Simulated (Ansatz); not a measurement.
A nudged elastic band was laid between two geometries of C$_{4}$H$_{9}$NSi (15 atoms, charge 0, multiplicity 1).

All numbers below come from Ansatz, RKS PBE/def2-SVP.

```json
{
  "movable images": "9",
  "climbing image": "yes",
  "spring": "5.0 eV/Å²",
  "optimiser": "lbfgs",
  "start path": "IDPP",
  "force threshold": "0.05 eV/Å",
  "iteration limit": "60",
  "end points": "relaxed"
}
```

First end point:

```xyz
15
Properties=species:S:1:pos:R:3
C -0.474 -2.931 -0.023
C 0.207 -1.830 0.222
C 0.912 -0.736 0.459
C 1.132 0.405 -0.505
Si 0.105 1.932 -0.012
N -1.577 1.470 -0.090
H 0.019 -3.837 -0.420
H -1.561 -2.998 0.158
H 1.355 -0.624 1.468
H 2.204 0.702 -0.515
H 0.850 0.115 -1.538
H 0.621 2.401 1.336
H 0.315 3.065 -0.984
H -2.290 2.192 0.045
H -1.839 0.625 0.429
```

Last end point:

```xyz
15
Properties=species:S:1:pos:R:3
C -0.533 -2.855 -0.044
C 0.228 -1.801 0.173
C 1.015 -0.757 0.379
C 1.155 0.442 -0.524
Si 0.090 1.906 0.110
N -1.632 1.623 0.193
H -0.144 -3.754 -0.554
H -1.590 -2.887 0.277
H 1.583 -0.730 1.330
H 2.214 0.779 -0.570
H 0.836 0.203 -1.560
H 0.566 2.238 1.500
H 0.300 3.080 -0.811
H -2.150 1.580 -0.689
H -1.960 0.881 0.818
```

Task: What changes between the two ends?

Result: No bond is made or broken. The height of N6 over the plane of its neighbours goes from -0.28 to 0.27 Å.

Task: Give the energies along the band, and the barrier.

Result: It converged. The highest image is number 5 of 0 to 10, 0.029 eV above the first end and 0.026 eV above the last; the last end lies 0.003 eV above the first. Another band between the same ends (9 images) ends at a top of the same energy, where a vibrational analysis finds 1 clearly imaginary mode.

```json
{"image": "0", "path coordinate (Å)": "0.00", "energy (eV)": "0.000", "height of N6 over the plane of its neighbours (Å)": "-0.28"}
{"image": "1", "path coordinate (Å)": "0.15", "energy (eV)": "0.001", "height of N6 over the plane of its neighbours (Å)": "-0.28"}
{"image": "2", "path coordinate (Å)": "0.31", "energy (eV)": "0.004", "height of N6 over the plane of its neighbours (Å)": "-0.27"}
{"image": "3", "path coordinate (Å)": "0.46", "energy (eV)": "0.010", "height of N6 over the plane of its neighbours (Å)": "-0.22"}
{"image": "4", "path coordinate (Å)": "0.62", "energy (eV)": "0.021", "height of N6 over the plane of its neighbours (Å)": "-0.13"}
{"image": "5", "path coordinate (Å)": "0.78", "energy (eV)": "0.029", "height of N6 over the plane of its neighbours (Å)": "0.01"}
{"image": "6", "path coordinate (Å)": "0.93", "energy (eV)": "0.024", "height of N6 over the plane of its neighbours (Å)": "0.14"}
{"image": "7", "path coordinate (Å)": "1.08", "energy (eV)": "0.014", "height of N6 over the plane of its neighbours (Å)": "0.24"}
{"image": "8", "path coordinate (Å)": "1.23", "energy (eV)": "0.008", "height of N6 over the plane of its neighbours (Å)": "0.26"}
{"image": "9", "path coordinate (Å)": "1.38", "energy (eV)": "0.004", "height of N6 over the plane of its neighbours (Å)": "0.28"}
{"image": "10", "path coordinate (Å)": "1.54", "energy (eV)": "0.003", "height of N6 over the plane of its neighbours (Å)": "0.27"}
```

Task: What is the geometry of the highest image?

Result: 
```xyz
15
Properties=species:S:1:pos:R:3
C -0.501 -2.893 -0.058
C 0.229 -1.821 0.176
C 0.989 -0.761 0.398
C 1.156 0.422 -0.523
Si 0.104 1.898 0.087
N -1.584 1.512 0.142
H -0.070 -3.794 -0.530
H -1.572 -2.939 0.210
H 1.514 -0.708 1.373
H 2.220 0.742 -0.557
H 0.839 0.171 -1.557
H 0.674 2.291 1.433
H 0.235 3.067 -0.853
H -2.287 2.037 -0.374
H -1.970 0.724 0.662
```

Time of the run: 6.5 min on 2 threads of Intel(R) Xeon(R) Platinum 8488C (Sapphire Rapids), with other jobs on the host, peak memory 0.21 GiB.
